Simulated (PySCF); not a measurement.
PySCF job for C9H6N4, SMILES N1C=CC2N3C(=NC=CC=13)C=CN=2, PBE/pcSseg-1. The structure is a stationary point at r2SCAN-D4/def2-SVP.

```python
import numpy as np
from pyscf import gto, scf, dft
from pyscf.prop.nmr import rks as nmr

mol = gto.M(
    atom='''
    C     1.82860490    2.00880251    0.00000000
    C     2.29233531    0.71323503    0.00000000
    C     1.36572670   -0.36352090    0.00000000
    N     1.76593895   -1.62577122    0.00000000
    C     0.82537156   -2.58801954    0.00000000
    C    -0.52848800   -2.34183813    0.00000000
    C    -0.99768169   -1.00099357    0.00000000
    N    -2.29092866   -0.71646239    0.00000000
    C    -2.65397644    0.57921704    0.00000000
    C    -1.76384731    1.62860310    0.00000000
    C    -0.36804501    1.36451448    0.00000000
    N     0.52498969    2.34223361    0.00000000
    N    -0.00000000    0.00000000    0.00000000
    H     2.53604556    2.84714229    0.00000000
    H     3.35158923    0.45644912    0.00000000
    H     1.19767477   -3.61985103    0.00000000
    H    -1.28049808   -3.13078598    0.00000000
    H    -3.73372033    0.77270874    0.00000000
    H    -2.07109115    2.67433686    0.00000000
    ''',
    basis='pcSseg-1',
    charge=0,
    spin=0,
    max_memory=1600,
    verbose=3,
)
mf = dft.RKS(mol, xc='pbe').density_fit(auxbasis='def2-universal-jkfit')
mf.grids.level = 3
mf.conv_tol = 1e-10
mf.max_cycle = 100
mf.kernel()
n = nmr.NMR(mf)
n.verbose = 2
n.max_cycle_cphf = 60
sigma = n.kernel()
print('atom   isotropic/ppm   span/ppm')
for i, s in enumerate(sigma):
    w = np.linalg.eigvalsh((s + s.T) / 2)
    print(f'{mol.atom_symbol(i):2s}{i + 1:3d} {w.mean():14.3f} {w[2] - w[0]:11.3f}')
```

Log of the run:

```
converged SCF energy = -564.849017608233
atom   isotropic/ppm   span/ppm
C   1         18.931     211.046
C   2         63.833     155.144
C   3         20.271     133.660
N   4        -10.883     461.710
C   5         18.931     211.049
C   6         63.833     155.141
C   7         20.268     133.660
N   8        -10.878     461.684
C   9         18.929     211.048
C  10         63.837     155.140
C  11         20.272     133.660
N  12        -10.887     461.706
N  13         26.276     227.542
H  14         24.551       3.444
H  15         26.212       2.756
H  16         24.551       3.443
H  17         26.212       2.756
H  18         24.551       3.444
H  19         26.212       2.756
```

The calculation finished and met its thresholds.
